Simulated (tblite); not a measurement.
C2H10ClPSi3.
Atom-mapped SMILES: `[CH2:1]=[CH:2][SiH2:3][P:4]([SiH3:5])[SiH2:6][Cl:7]` (hydrogens: H8, H9 on C1; H10 on C2; H11, H12 on Si3; H13, H14, H15 on Si5; H16, H17 on Si6)

Cartesian coordinates in Å at the GFN2-xTB level; atoms count from 1:
```xyz
17
C2H10ClPSi3 angstrom
C      2.719   -0.593    0.839
C      2.514   -0.053   -0.352
Si     0.902    0.771   -0.869
P     -0.583    0.447    0.769
Si    -2.366    1.553    0.019
Si    -1.161   -1.663    0.386
Cl    -2.504   -2.185    1.781
H      3.654   -1.049    1.125
H      1.940   -0.592    1.588
H      3.316   -0.062   -1.080
H      0.457    0.222   -2.159
H      1.064    2.222   -1.001
H     -2.790    1.098   -1.310
H     -3.437    1.332    0.987
H     -1.973    2.959   -0.041
H     -1.781   -1.893   -0.920
H      0.024   -2.504    0.528
```

Computed with GFN2-xTB (tblite): harmonic, unscaled wavenumbers at the GFN2-xTB geometry, gas phase. Against measured fundamentals such values can be off by several per cent, at times by over 20. Modes of hydrogen on silicon can be 10 to 20 % off. One conformer, not necessarily the lowest.

Harmonic wavenumbers (cm⁻¹): 25.7, 41.6, 68.4, 80.1, 84.2, 100.0, 115.6, 132.3, 147.5, 347.6, 375.0, 420.8, 445.4, 469.4, 490.5, 513.2, 518.6, 532.8, 560.4, 575.4, 598.6, 644.5, 670.6, 732.0, 750.2, 756.8, 772.3, 780.0, 783.3, 919.2, 996.6, 1023.1, 1262.2, 1405.5, 1662.9, 2168.3, 2207.4, 2213.4, 2225.3, 2266.6, 2271.3, 2282.8, 3031.6, 3062.5, 3087.6.

A = 1232, B = 683.1, C = 485.4 MHz; mass 183.952 u (most abundant isotopes); point group C1, symmetry number 1.

Problem. Zero-point energy?

Solution. Half the sum of the wavenumbers: 22310 cm⁻¹ = 266.88 kJ/mol.

Problem. What is S at 273.15 K and 1 bar for an ideal gas of classical rigid rotors and harmonic oscillators?

Solution. Translation 172.07, rotation 128.79, vibration 180.66: S = 481.5 J/(mol K).

Problem. And Cp and H(273.15 K) − H(0)?

Solution. Cp = 192.35 J/(mol K), of which vibrations give 159.09 (their classical limit is 45 R = 374.2); H(273.15 K) − H(0) = 32.97 kJ/mol without the zero-point energy, 23.89 from vibrations.

Problem. How do the functions run with temperature in this model?

Solution. 
```csv
T (K),S (J/(mol K)),Cp (J/(mol K)),H − H(0) (kJ/mol),G − H(0) (kJ/mol),ln q(vib)
100,340.0,103.7,7.29,-26.71,3.96
200,427.3,156.0,20.19,-65.28,8.32
300,500.1,203.8,38.29,-111.74,12.24
500,619.7,263.4,85.61,-224.22,19.33
800,755.4,313.7,172.86,-431.49,28.39
1000,827.9,335.4,237.88,-590.01,33.59
```

q(vib) and H(0) count from the zero-point level.

Problem. Blend soft modes into free rotors: weight 1/[1 + (100 cm⁻¹/ν̃)⁴] for the oscillator and the rest for a rotor with moment μB/(μ + B), μ = h/(8π²ν), B = 10⁻⁴⁴ kg m². What vibrational entropy results?

Solution. 158.37 J/(mol K) in place of 180.66, which changes −T·S at 273.15 K by +6.09 kJ/mol.

Problem. What must be added to the electronic energy to get the Gibbs energy at 273.15 K and 1 bar?

Solution. ZPE + [H(273.15 K) − H(0)] − T·S = 266.88 + 32.97 − 131.53 = 168.32 kJ/mol.

Hindered rotation and anharmonicity are outside this model. Other conformers, if any are populated, would add a mixing term that is left out. The structure is chiral; the term R ln 2 for an equal mix with its mirror image is left out.
